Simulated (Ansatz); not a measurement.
C2H7AlGe, SMILES `C=[C]([AlH2])[GeH3]`. Charge 0, multiplicity 1. The structure was optimised at the PBE0-D4/def2-TZVP level.

```xyz
11

C    -0.074    1.570   -0.149
C    -0.112    0.244    0.046
Al   -1.577   -0.432    1.128
Ge    1.274   -0.857   -0.759
H     0.698    2.068   -0.738
H    -0.823    2.239    0.277
H    -2.607    0.636    1.696
H    -1.733   -1.982    1.429
H     2.254    0.036   -1.546
H     0.652   -1.894   -1.712
H     2.048   -1.627    0.328
```

What is the dipole moment at PBE/def2-TZVPP? (An estimate is asked.)

Ansatz gave: 0.79 D, with components (0.06, 0.77, -0.14) D in this frame, pointing from negative to positive charge.

And with r2SCAN, B3LYP, ωB97M-V? (Estimate.)

The calculation gave: r2SCAN 0.81 D, B3LYP 0.78 D, ωB97M-V 0.77 D.

Give the Mulliken charges with PBE, B3LYP, ωB97M-V in def2-TZVPP. (Best estimate.)

Ansatz gave: 
| atom | PBE | B3LYP | ωB97M-V |
| --- | --- | --- | --- |
| C1 | -0.16 | -0.19 | -0.16 |
| C2 | -0.20 | -0.24 | -0.35 |
| Al3 | 0.35 | 0.43 | 0.42 |
| Ge4 | 0.10 | 0.13 | 0.07 |
| H5 | 0.08 | 0.10 | 0.10 |
| H6 | 0.10 | 0.11 | 0.11 |
| H7 | -0.12 | -0.14 | -0.11 |
| H8 | -0.11 | -0.14 | -0.10 |
| H9 | -0.02 | -0.02 | 0.01 |
| H10 | -0.02 | -0.02 | 0.01 |
| H11 | -0.02 | -0.02 | 0.01 |

B3LYP here is the variant with VWN-RPA as its local correlation; programs differ in this.
